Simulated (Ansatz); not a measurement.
Calculated with Ansatz (gas phase, PBE0-D4/def2-TZVP geometries, no zero-point term in ΔE). CCSD(T)/CBS adds triple-zeta CCSD(T) − MP2 to the extrapolated MP2 energy (def2 sets, frozen cores). This one scheme is used for every species. DFT in def2-TZVPP. def2 core potentials past Kr. For In, Se outer-core shells are correlated without core-valence functions, which leaves a few kJ/mol of doubt a bond. Scalar relativity is left out up to krypton. One conformer a species, not always the lowest.

Consider the hydrogenolysis of the Se–In bond: `C[Se][In]([F])[F]` + H₂ → `C[SeH]` + `[F][InH][F]`.

```json
{"level": "LDA (SPW92)", "ΔE (kJ/mol)": "69.3", "difference from CCSD(T)/CBS": "-14.3"}
{"level": "BHLYP-D4", "ΔE (kJ/mol)": "78.1", "difference from CCSD(T)/CBS": "-5.5"}
{"level": "PBE", "ΔE (kJ/mol)": "75.3", "difference from CCSD(T)/CBS": "-8.3"}
{"level": "r2SCANh", "ΔE (kJ/mol)": "77.8", "difference from CCSD(T)/CBS": "-5.8"}
{"level": "LC-ωPBE", "ΔE (kJ/mol)": "62.2", "difference from CCSD(T)/CBS": "-21.4"}
{"level": "MP2/def2-SVP", "ΔE (kJ/mol)": "79.0", "difference from CCSD(T)/CBS": "-4.6"}
{"level": "SCS-MP2/def2-TZVPP", "ΔE (kJ/mol)": "77.9", "difference from CCSD(T)/CBS": "-5.7"}
{"level": "CCSD/def2-TZVPP", "ΔE (kJ/mol)": "69.2", "difference from CCSD(T)/CBS": "-14.4"}
{"level": "CCSD(T)/def2-TZVPP", "ΔE (kJ/mol)": "74.5", "difference from CCSD(T)/CBS": "-9.1"}
{"level": "SCS-MP2/def2-QZVPP", "ΔE (kJ/mol)": "82.4", "difference from CCSD(T)/CBS": "-1.2"}
{"level": "CCSD(T)/CBS", "ΔE (kJ/mol)": "83.6", "difference from CCSD(T)/CBS": "0"}
```

**Question.** What do rigid-rotor, harmonic-oscillator terms from PBE0-D4/def2-TZVP frequencies (298.15 K, 1 bar) make of the CCSD(T)/CBS value? (An estimate is asked.)

**Answer.** Computed: ΔZPE = +6.4 kJ/mol, ΔH = +83.3 kJ/mol, ΔS = 22 J/(mol·K), ΔG = +76.9 kJ/mol. Modes under 50 cm⁻¹ make the entropy rough.

Largest T1 diagnostic among the species: 0.017.

In def2-TZVPP, CCSD(T) changes the Hartree–Fock value by +14.6 kJ/mol (the triples alone add +5.3 kJ/mol) and MP2 by +26.0 kJ/mol. At CCSD(T), def2-SVP lies −13.3 kJ/mol from the extrapolated value and def2-TZVPP −9.1 kJ/mol. From r2SCAN to r2SCAN0 (25 % exact exchange), in def2-TZVPP and without D4, ΔE moves by −3.6 kJ/mol.
